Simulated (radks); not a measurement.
Results of a calculation; reference values are marked as such.
Q: Species: Tl4+. Configuration: [Xe] 4f14 5d9. Level of theory: Dirac Kohn-Sham, PBE, spin-unpolarised, spherical densities, finite nucleus; open shells fill j = l - 1/2 first; Fermi nuclear charge, rms radius 5.4759 fm (a radial shooting solver on a logarithmic mesh with Libxc functionals). Some entries of the table are withheld. Estimate them.

| orbital | occ. | eigenvalue (hartree) | <r^2> (bohr^2) |
|---|---|---|---|
| 1s1/2 | 2 | -3141.310 | 0.0003691 |
| 2s1/2 | 2 | (1) | 0.005550 |
| 2p1/2 | 2 | -538.0804 | 0.003911 |
| 2p3/2 | 4 | -462.1771 | 0.005095 |
| 3s1/2 | 2 | (2) | 0.03599 |
| 3p1/2 | 2 | (3) | 0.03273 |
| 3p3/2 | 4 | (4) | 0.03909 |
| 3d3/2 | 4 | -91.42111 | 0.02987 |
| 3d5/2 | 6 | -87.81699 | 0.03159 |
| 4s1/2 | 2 | -31.45220 | 0.1732 |
| 4p1/2 | 2 | (5) | 0.1760 |
| 4p3/2 | 4 | (6) | 0.2077 |
| 4d3/2 | 4 | -15.90543 | 0.2170 |
| 4d5/2 | 6 | -15.13973 | 0.2280 |
| 5s1/2 | 2 | -6.48136 | 0.8596 |
| 4f5/2 | 6 | -5.97178 | 0.2589 |
| 4f7/2 | 8 | -5.80260 | 0.2661 |
| 5p1/2 | 2 | -5.01820 | (7) |
| 5p3/2 | 4 | -4.26611 | (8) |
| 5d3/2 | 4 | -2.23528 | 1.871 |
| 5d5/2 | 5 | -2.14475 | 1.986 |

A: 
(1) 2s1/2 eigenvalue (hartree): -560.2755
(2) 3s1/2 eigenvalue (hartree): -135.0160
(3) 3p1/2 eigenvalue (hartree): -124.9605
(4) 3p3/2 eigenvalue (hartree): -108.0860
(5) 4p1/2 eigenvalue (hartree): -27.11079
(6) 4p3/2 eigenvalue (hartree): -23.00794
(7) 5p1/2 <r^2> (bohr^2): 0.9895
(8) 5p3/2 <r^2> (bohr^2): 1.188
